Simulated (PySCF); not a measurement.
Computed IR spectrum (relative IR intensity) of a molecule CH6ClFSi2. Geometry: PBE0-D3(BJ)/def2-SVP. One conformer was computed; it need not be the lowest. Computed with PySCF 2.14.0 with PBE0-D3(BJ)/def2-SVP. Frequencies are harmonic and unscaled.

Lines under 2 % of the strongest are left out, and lines within 2 cm⁻¹ are merged.

```csv
ν (cm⁻¹),relative intensity
243,2.5
347,6.1
529,11
582,5.4
678,9.8
735,4.4
770,16
835,100
912,69
940,46
944,19
949,18
1016,3.3
1088,29
1367,4.2
2234,34
2246,23
2255,27
2292,38
```

### Question
Pick the molecule that these values belong to.
A. F[Si@H](Cl)C[SiH3]
B. C[Si@@H](Cl)[SiH2]F
C. C[Si@@](F)([SiH3])Cl
D. C[SiH2][Si@@H](F)Cl

### Answer
A, F[Si@H](Cl)C[SiH3]
